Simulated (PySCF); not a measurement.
# Does the structure fit the spectrum?

A compound C4H11NSi gives the data below (simulated from a calculation) and was assigned the structure `C/C=C/[SiH2]NC`.

¹³C{¹H} NMR (computed): δ 149.3 (CH), 140.3 (C), 18.0 (CH3), 15.2 (CH3).

¹H NMR (300 MHz, computed): δ 6.39 (q, 1H), 4.97 (s, 2H), 2.07 (s, 3H), 1.89 (d, 3H), -0.10 (br s, 2H).

Equivalent nuclei averaged, isolated molecule, non-relativistic, single conformer. Geometry from GFN2-xTB; shielding tensors at PBE0/pcSseg-1 (GIAO); PySCF.

References, each an isolated molecule treated in the same way: ¹H (σ = 31.72 ppm), ¹³C (σ = 186.93 ppm) vs TMS.

**Question.** Compare with the shifts computed for the proposed structure, pairing carbons in order of shift.

**Answer.** Structure with atom numbers: `[CH3:1]/[CH:2]=[CH:3]/[SiH2:4][NH:5][CH3:6]`; H(Xn) means a hydrogen on atom n.

| atom | computed for proposal | given list | difference |
| --- | --- | --- | --- |
| C2 | 153.5 | 149.3 | +4.2 |
| C3 | 129.8 | 140.3 | -10.5 |
| C6 | 32.5 | 18.0 | +14.5 |
| C1 | 27.1 | 15.2 | +11.9 |

The rms difference is 10.9 ppm and the largest +14.5 ppm at C6 (methyl carbon bonded to N). The carbon types in order of shift don't match either: CH, CH, CH3, CH3 for the proposal against CH, C, CH3, CH3 in the data. The proposal doesn't fit.

**Question.** Which isomer fits?

**Answer.** SMILES C(/C)=C(/C)[SiH2]N.

- Carbon types of the structure: 1 × C, 1 × CH, 2 × CH3, leaving 4 H on heteroatoms.
- δC 149.3: alkene CH; as expected for a trigonal carbon in a double bond.
- δC 140.3: fully substituted alkene carbon; as expected for a trigonal carbon in a double bond.
- δH 6.39: hydrogen on an alkene CH; olefinic region.
- δH 2.07, 1.89: hydrogen on an allylic methyl carbon; allylic position.

Other isomers checked: C=CN([SiH3])CC (rms 30.3 ppm); C=CN(C)C[SiH3] (rms 32.5 ppm).

This is the structure that produced the data.

OH and NH positions are those of a molecule without intermolecular hydrogen bonds; in solution they move with solvent, concentration and temperature, and exchange usually removes their couplings. Shifts are as computed. Against solution values, carbons near 30 ppm lie about +3 ppm off and those near 130 ppm about +5 ppm. Of 1211 compounds with measured shifts, 218 miss one by over three times the rms of a fit or turn the order of signals round; such compounds aren't used in these exercises. No couplings were computed; multiplicities are counted from neighbouring protons, with m where these are inequivalent, close in shift, in a saturated or five-membered ring or joined by F or P, and br s for small geminal =CH2 splittings.
